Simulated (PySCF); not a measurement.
# A survey of 19F NMR shifts

[PySCF 2.14: coordinates at the GFN2-xTB level; shieldings: GIAO PBE0/pcSseg-1; no solvent; averaged over atoms made equivalent by symmetry, fast rotation or ring inversion; no relativistic terms; a single conformation]

Shieldings were converted by a linear fit to measured shifts: 19F: δ = 146.13 − 0.903σ +14.6 on sp3 carbon (rms 6.0 ppm, 223 shifts, 7.0 ppm with the 5 outliers that the fit left out vs CFCl3, solution or neat liquid). Occasional misses reach two or three times the rms, and more in compound classes unlike the fitted ones.

**Question.** Give the 19F shifts of `FC(F)O[C@]1([SiH3])C[SiH2]1`, `FC(F)(F)p1[pH]p1[SiH3]`, `C#CC[C@](F)([SiH2]C)C(F)F`.

**Answer.** 
```json
{"compound": "[F:1][CH:2]([F:3])[O:4][C@:5]1([SiH3:6])[CH2:7][SiH2:8]1", "environment": "F3: fluorine of a CF2 group", "δ (ppm)": "-78.0"}
{"compound": "[F:1][CH:2]([F:3])[O:4][C@:5]1([SiH3:6])[CH2:7][SiH2:8]1", "environment": "F1: fluorine of a CF2 group", "δ (ppm)": "-79.7"}
{"compound": "FC(F)(F)p1[pH]p1[SiH3]", "environment": "fluorine of a CF3 group (×3)", "δ (ppm)": "-53.0"}
{"compound": "[CH:1]#[C:2][CH2:3][C@:4]([F:5])([SiH2:6][CH3:7])[CH:8]([F:9])[F:10]", "environment": "F10: fluorine of a CF2 group", "δ (ppm)": "-127.3"}
{"compound": "[CH:1]#[C:2][CH2:3][C@:4]([F:5])([SiH2:6][CH3:7])[CH:8]([F:9])[F:10]", "environment": "F9: fluorine of a CF2 group", "δ (ppm)": "-127.5"}
{"compound": "[CH:1]#[C:2][CH2:3][C@:4]([F:5])([SiH2:6][CH3:7])[CH:8]([F:9])[F:10]", "environment": "F5: fluorine on an sp3 carbon", "δ (ppm)": "-196.4"}
```

**Question.** Match the shifts -53.0, -97.4, -125.0 ppm to `FC(F)(F)p1[pH]p1[SiH3]`, `COc1ccc(F)cc1`, `C[SiH2][C@@H]([SiH3])/C(C#N)=C\F`.

**Answer.** -53.0: FC(F)(F)p1[pH]p1[SiH3] (fluorine of a CF3 group); -97.4: C[SiH2][C@@H]([SiH3])/C(C#N)=C\F (vinylic fluorine); -125.0: COc1ccc(F)cc1 (aryl fluorine).
